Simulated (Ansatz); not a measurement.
Isomers of Na$_{5}$O$_{3}$ (doublet), relaxed with r2SCAN-D4/def2-SVP; total energies from Ansatz at B2PLYP/def2-TZVP.

```csv
isomer,description,energy (Eh)
A,point group C2v; 10 × Na–O 2.09 to 2.22 Å; 1 × O–O 1.57 Å,-1036.82561
B,point group Cs; 11 × Na–O 2.06 to 2.33 Å; 1 × O–O 1.56 Å,-1036.82692
C,point group C2v; 9 × Na–O 2.01 to 2.15 Å,-1036.83527
```

Correlated methods freeze 8 core orbitals; core or outer-core shells of Na are correlated, in sets that lack core-valence functions.

The isomers come from a short search, and lower ones may exist.

Problem. Work out the relative energies (1 Eh = 2625.5 kJ/mol) and the Boltzmann populations at 800 K from electronic energies alone (R = 8.314 J/mol/K).

Solution. ΔE: A 25.4, B 21.9, C 0.0 kJ/mol. RT = 6.65 kJ/mol. Factors exp(−ΔE/RT): A 0.0219, B 0.0371, C 1; sum 1.059. Populations: A 2.1 %, B 3.5 %, C 94.4 %. Zero-point energy, vibrational entropy and symmetry numbers are left out and can shift these; an error of 4 kJ/mol changes a ratio by a factor of 1.8. Over the other density-functional and correlated levels in def2 sets, the gap between C and B ranges from -16 to 22 kJ/mol.
